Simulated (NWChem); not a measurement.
System: C3H7FSi; SMILES FC1([SiH3])CC1

```xyz
12

F      1.5027     0.6160     0.0000
C      0.1623     0.3054     0.0000
Si    -0.1322    -1.5559     0.0000
C     -0.7063     1.2694     0.7503
C     -0.7063     1.2694    -0.7503
H      0.4705    -2.1748    -1.2175
H     -1.6098    -1.7854     0.0000
H      0.4705    -2.1748     1.2175
H     -0.1718     2.0812     1.2510
H     -1.5801     0.8929     1.2900
H     -0.1718     2.0812    -1.2510
H     -1.5801     0.8929    -1.2900
```
Atoms are numbered in this order, from 1.

STO-3G and 3-21G are far too small for this property and stand as cheap habits. All runs use the structure optimised with PBE0/def2-SVP. Not confirmed as a minimum by frequencies.

Q: Give the principal values of the shielding tensors (ppm) of F1, C2, Si3, C4 from Hartree-Fock/STO-3G, GIAO (NWChem), with their diamagnetic and paramagnetic parts as GIAO splits them.

A: 
```tsv
atom	σ11	σ22	σ33	isotropic	diamagnetic	paramagnetic
F1	447.1	497.9	503.1	482.7	456.3	26.4
C2	167.4	180.4	269.0	205.6	252.1	-46.5
Si3	612.0	620.8	664.6	632.5	868.0	-235.6
C4	208.1	226.3	258.5	230.9	249.0	-18.1
```
